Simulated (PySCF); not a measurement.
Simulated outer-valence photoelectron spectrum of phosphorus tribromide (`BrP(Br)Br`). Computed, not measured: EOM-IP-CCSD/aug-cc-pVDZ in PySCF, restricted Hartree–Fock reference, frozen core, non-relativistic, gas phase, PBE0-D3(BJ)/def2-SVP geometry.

Each root has a Gaussian of 0.5 eV full width with its one-hole share as area; cross sections and vibrations are left out, and the highest printed point is 100.

ionisation energy (eV), intensity and a bar:
```
      9.1          0 
      9.2          0 
      9.3          2 
      9.4          5 #
      9.5         11 ###
      9.6         21 ######
      9.7         32 ##########
      9.8         39 ############
      9.9         38 ###########
     10.0         31 #########
     10.1         23 #######
     10.2         20 ######
     10.3         28 ########
     10.4         44 #############
     10.5         66 ####################
     10.6         87 ##########################
     10.7        100 ##############################
     10.8         98 #############################
     10.9         81 ########################
     11.0         56 #################
     11.1         33 ##########
     11.2         20 ######
     11.3         20 ######
     11.4         33 ##########
     11.5         53 ################
     11.6         72 #####################
     11.7         77 #######################
     11.8         67 ####################
     11.9         47 ##############
     12.0         26 ########
     12.1         12 ###
     12.2          4 #
     12.3          1 
     12.4          0 
     12.5          1 
     12.6          3 #
     12.7          7 ##
     12.8         14 ####
     12.9         25 #######
     13.0         34 ##########
     13.1         38 ###########
     13.2         34 ##########
     13.3         24 #######
     13.4         14 ####
     13.5          6 ##
     13.6          2 #
     13.7          1 
     13.8          0
```

Question: Where are the maxima, and how many lines lie under the curve?

Answer: 4 maxima, at 9.8, 10.7, 11.7 and 13.1 eV, from 5 lines (7 roots with degenerate partners counted). At this width some lines have no maximum of their own.

Question: List the lines with their holes.

Answer: 
| E (eV) | leading hole (HF orbital) | area | Koopmans (eV) |
| --- | --- | --- | --- |
| 9.84 | HOMO | 0.96 | 10.46 |
| 10.55 | HOMO-1 | 0.95 | 11.47 |
| 10.80 | HOMO-2/HOMO-3 | 1.90 | 11.68 |
| 11.69 | HOMO-4/HOMO-5 | 1.89 | 12.67 |
| 13.10 | HOMO-6 | 0.92 | 14.28 |

The widest gap, 1.41 eV, lies between 11.69 and 13.10 eV. Only orbitals with −ε under 21 eV, eight at most, were ionised, so the high end of the curve may lack lines.
